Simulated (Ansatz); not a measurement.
The same isomerisation along the group F, Cl, Br.

Calculated with Ansatz (gas phase, PBE0-D4/def2-TZVP geometries, no zero-point term in ΔE). CCSD(T)/CBS is the MP2 limit (def2-TZVPP, def2-QZVPP) plus CCSD(T) − MP2 in def2-TZVPP, frozen cores. Functionals use def2-TZVPP. For Br outer-core shells are correlated without core-valence functions, which leaves a few kJ/mol of doubt a bond. Scalar relativity is left out up to krypton. One conformer a species, not always the lowest.

```json
{"reaction": "`CO[Si](C)(N)F` → `CC[Si](N)(O)F`", "ωB97X-V (eV)": "-0.41", "MP2/CBS(def2) (eV)": "-0.52", "B2PLYP (eV)": "-0.42"}
{"reaction": "`CO[Si](C)(N)Cl` → `CC[Si](N)(O)Cl`", "ωB97X-V (eV)": "-0.41", "MP2/CBS(def2) (eV)": "-0.51", "B2PLYP (eV)": "-0.41"}
{"reaction": "`CO[Si](C)(N)Br` → `CC[Si](N)(O)Br`", "ωB97X-V (eV)": "-0.39", "MP2/CBS(def2) (eV)": "-0.49", "B2PLYP (eV)": "-0.40"}
```

(1) Give the CCSD(T)/CBS values in the same order. (Estimate.)

Largest T1 diagnostic: 0.011, for `CO[Si](C)(N)F`.

## Answers

(1) Computed: -0.47, -0.47, -0.45 eV.
